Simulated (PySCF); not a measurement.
**Electron correlation in O(2+) (oxygen, charge +2)**

[He] 2s1 2p2 3s1, high-spin 5P determinant (an excited configuration). All numbers are calculated (PySCF 2.14, the non-relativistic Hamiltonian (point nucleus), in dyall-av3z (15s9p3d2f, 71 functions)). Frozen: 1s2; 4 electrons correlated; the 13 highest virtual orbitals of each spin left out.

MP2 pair energies summed by pair of shells (mhartree):

| pair | energy | share (%) |
| --- | --- | --- |
| 2p-2p | -7.47 | 39.0 |
| 2s-2p | -5.50 | 28.7 |
| 2p-3s | -4.48 | 23.4 |
| 2s-3s | -1.72 | 9.0 |

Total MP2 correlation energy: -19.17 mhartree.

Same-spin part -19.17 and opposite-spin part 0.00 mhartree; SCS-MP2 scales them by 1/3 and 6/5 to -6.39 mhartree.
